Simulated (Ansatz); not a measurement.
A run for Ansatz (a first-principles code): R-r2SCAN/def2-TZVPP on FHOTe (SMILES O[Te]F), a point of a torsion scan. Elements past Kr take the def2 small-core potentials; no spin–orbit coupling.

Ansatz 0.2 input:
```yaml
crystal:
  periodic: [false, false, false]
  atoms:
    - {symbol: O, position_ang: [-1.11055907, 0.17746226, 0.23570116]}
    - {symbol: Te, position_ang: [0.65223798, 1.00480644, -0.06439998]}
    - {symbol: F, position_ang: [1.03354475, -0.29035549, -1.51470795]}
    - {symbol: H, position_ang: [-1.17289579, -0.53925225, -0.39976531]}
basis:
  gaussian:
    orbitals: def2-TZVPP
hamiltonian:
  xc: {name: r2SCAN}
scf: {lower_state_search: off}
```

Output:

```
WARN ansatz: RAYON_NUM_THREADS=1 ignored (pool sized by the plan → 1); use --threads N
Functional definition: r2SCAN
these checks for a lower state are left out or cut short: stability, starts, cluster_reference, orbital_swaps, neighbouring_geometries, increment
integrals: 0.04 GiB planned
752 factors; their error is unknown
mean field: 0.33 GiB planned
mean field evaluation 1: about -12068.3752 eV, gradient 6.8e1 eV
mean field evaluation 2: about -11978.4900 eV, gradient 1.8e2 eV
mean field evaluation 4: about -12075.3952 eV, gradient 1.8e1 eV
mean field evaluation 8: about -12076.0783 eV, gradient 1.2e-1 eV
mean field evaluation 16: about -12075.9574 eV, gradient 1.8e-3 eV
mean field -12075.95739480 eV, -443.7832488810 hartree, gradient 1.4e-6 eV, S^2 0.000000; 0 other end points of the search recorded, 0 dependent functions left out
reference -12075.95740395 eV, -443.7832492172 hartree; 21, 21 occupied and 105, 105 virtual orbitals, 752 factors
Total energy: -12075.95740395 eV, -443.7832492172 hartree
Checks for a lower state left out: stability, starts, cluster_reference, orbital_swaps, neighbouring_geometries, increment
```

The run converged.

Cost: around 1.6 core-seconds (rough).
